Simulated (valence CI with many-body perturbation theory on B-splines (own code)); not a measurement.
Hyperfine factors and g values of Dy⁵¹⁺

Calculated by configuration interaction combined with many-body perturbation theory (CI+MBPT): five valence electrons over a frozen Dirac-Fock core [Ne], radial functions for each j: 11 s, 11 p, 10 d, 8 f, 5 g, 2 h, with the one-electron correlation potential Σ1 (screened to all orders), the two-electron term Σ2, the three-electron term Σ3, Breit, model QED; selected single and double excitations, second order for the rest, scaled by the run's own slope (own B-spline code, finite nucleus).

The last digits are not significant, and no measured levels were compared; by estimate large intervals hold to a few tenths of a per cent, small ones and those within an open d or f shell to about a per cent. Among the levels kept, up to 3200 cm⁻¹ of a level comes from second order outside the variational space, and about a tenth of that is noise between levels of different J, which matters for small intervals.

A/g_I is the dipole constant over the nuclear g factor μ/I (μ in nuclear magnetons, uniformly magnetised nucleus), B/Q the quadrupole constant per barn. Both hold the static response of the core; the bare values leave it out. Large factors of s and p1/2 electrons are usually good to 5 to 10 %; those of open d and f shells near neutrality can be off by tens of per cent, and small factors of p3/2, d and f electrons come from cancelling terms and can be off by a factor of two or in sign, in half-filled shells by more. B is blank for J = 1/2, where it vanishes, and for nearly pure S terms. Energies count from the lowest level.

Levels are named by their leading jj configuration (3d3/2^4 stands for four electrons in 3d with j = 3/2), which in mixed levels can hold well under half, so a name can repeat and another be missing. Letters in brackets count levels of one name in rising energy.

| Level | E (eV) | g | A/g_I (MHz) | A/g_I bare | B/Q (MHz/b) | B/Q bare |
| --- | --- | --- | --- | --- | --- | --- |
| (3s^2 3p1/2^2 3p3/2) J=3/2 | 0.00 | 1.356 | 138000 | 137000 | 261000 | 257000 |
| (3s^2 3p1/2 3p3/2^2) J=3/2 | 194.02 | 1.452 | -43300 | -39600 | 28100 | 27600 |
| (3s^2 3p1/2^2 3d3/2) J=3/2 | 198.03 | 0.778 | 73300 | 75200 | 40100 | 41800 |
| (3s^2 3p1/2 3p3/2^2) J=5/2 | 204.44 | 1.189 | 330000 | 325000 | -616 | -601 |
| (3s^2 3p1/2 3p3/2^2) J=1/2 | 217.62 | 0.652 | 1080000 | 1060000 |  |  |
| (3s^2 3p1/2^2 3d5/2) J=5/2 | 255.59 | 1.205 | 42400 | 44300 | 28300 | 30400 |
| (3s 3p1/2^2 3p3/2^2) J=5/2 | 340.05 | 1.459 | 714000 | 701000 | 77600 | 76400 |
| (3s 3p1/2^2 3p3/2^2) J=3/2 | 366.21 | 1.149 | -368000 | -356000 | -38900 | -38200 |
| (3s 3p1/2^2 3p3/2^2) J=1/2 | 366.79 | 2.093 | 2910000 | 2850000 |  |  |
| (3s^2 3p1/2 3p3/2 3d3/2) J=5/2 [a] | 390.29 | 0.956 | 248000 | 245000 | -32100 | -30600 |
| (3s^2 3p1/2 3p3/2 3d3/2) J=3/2 [a] | 392.74 | 0.909 | 242000 | 240000 | -167000 | -164000 |
| (3s^2 3p1/2 3p3/2 3d3/2) J=1/2 [a] | 392.86 | 0.207 | 398000 | 394000 |  |  |
| (3s^2 3p1/2 3p3/2 3d3/2) J=7/2 | 400.90 | 1.036 | 244000 | 242000 | 274000 | 271000 |
| (3s^2 3p3/2^3) J=3/2 | 413.24 | 1.299 | 146000 | 145000 | -288000 | -284000 |
| (3s^2 3p1/2 3p3/2 3d3/2) J=5/2 [b] | 426.29 | 1.181 | 48700 | 51000 | 260000 | 257000 |
| (3s^2 3p1/2 3p3/2 3d3/2) J=3/2 [b] | 434.06 | 1.233 | -13400 | -9540 | 11500 | 10400 |
| (3s^2 3p1/2 3p3/2 3d3/2) J=1/2 [b] | 434.16 | 1.671 | 741000 | 727000 |  |  |
| (3s^2 3p1/2 3p3/2 3d5/2) J=7/2 [a] | 438.02 | 1.304 | -39500 | -35800 | 296000 | 295000 |
| (3s^2 3p1/2 3p3/2 3d5/2) J=3/2 [a] | 446.94 | 1.354 | -131000 | -125000 | -102000 | -100000 |
| (3s^2 3p1/2 3p3/2 3d5/2) J=9/2 | 449.30 | 1.188 | 182000 | 181000 | 282000 | 280000 |
| (3s^2 3p1/2 3p3/2 3d5/2) J=5/2 [a] | 450.61 | 1.131 | 245000 | 242000 | -195000 | -191000 |
| (3s^2 3p1/2 3p3/2 3d5/2) J=7/2 [b] | 470.36 | 1.114 | 208000 | 206000 | 17300 | 18900 |
| (3s^2 3p1/2 3p3/2 3d5/2) J=5/2 [b] | 470.69 | 1.257 | -30700 | -27400 | 35800 | 36600 |
| (3s^2 3p1/2 3p3/2 3d5/2) J=3/2 [b] | 477.77 | 0.929 | 312000 | 308000 | 33300 | 33500 |
| (3s^2 3p1/2 3p3/2 3d5/2) J=1/2 | 480.97 | 1.240 | -320000 | -310000 |  |  |
| (3s 3p1/2^2 3p3/2 3d3/2) J=5/2 [a] | 533.25 | 1.276 | 559000 | 550000 | 78500 | 77000 |
| (3s 3p1/2^2 3p3/2 3d3/2) J=3/2 [a] | 535.20 | 1.284 | 343000 | 339000 | -679 | -1830 |
| (3s 3p1/2^2 3p3/2 3d3/2) J=1/2 [a] | 536.76 | 2.455 | 1720000 | 1680000 |  |  |
| (3s 3p1/2^2 3p3/2 3d3/2) J=7/2 | 541.58 | 1.277 | 535000 | 527000 | 256000 | 254000 |
| (3s 3p1/2 3p3/2^3) J=3/2 [a] | 545.80 | 1.466 | 541000 | 533000 | -241000 | -238000 |
| (3s 3p1/2^2 3p3/2 3d3/2) J=3/2 [b] | 557.59 | 0.999 | 240000 | 238000 | -145000 | -143000 |
| (3s 3p1/2 3p3/2^3) J=5/2 | 560.46 | 1.287 | 849000 | 833000 | -314000 | -309000 |
| (3s 3p1/2^2 3p3/2 3d3/2) J=5/2 [b] | 569.30 | 0.876 | -127000 | -121000 | 163000 | 163000 |
| (3s 3p1/2^2 3p3/2 3d3/2) J=1/2 [b] | 572.78 | 0.561 | 520000 | 510000 |  |  |
| (3s 3p1/2 3p3/2^3) J=1/2 | 578.18 | 1.359 | -827000 | -804000 |  |  |
| (3s 3p1/2 3p3/2^3) J=3/2 [b] | 580.26 | 1.131 | 305000 | 301000 | -29500 | -29100 |
| (3s 3p1/2^2 3p3/2 3d5/2) J=9/2 | 581.65 | 1.361 | 426000 | 420000 | 274000 | 272000 |
| (3s 3p1/2^2 3p3/2 3d5/2) J=5/2 [a] | 595.60 | 1.386 | 619000 | 608000 | -141000 | -138000 |
| (3s^2 3p1/2 3d3/2^2) J=5/2 | 599.60 | 0.771 | 213000 | 211000 | 62600 | 62200 |
| (3s 3p1/2^2 3p3/2 3d5/2) J=7/2 [a] | 603.40 | 1.250 | 308000 | 305000 | 158000 | 158000 |

Task: Take the isotope of mass number 163, with I = 5/2, μ = 0.671 μN and Q = 2.65 b. What is the hyperfine structure of (3s^2 3p1/2^2 3d5/2) J=5/2?

Result: From the table A = 11400 MHz, B = 74900 MHz. Shifts from the centre of gravity in MHz: F = 0: -47300, F = 1: -53900, F = 2: -60300, F = 3: -53100, F = 4: -12000, F = 5: 90000.
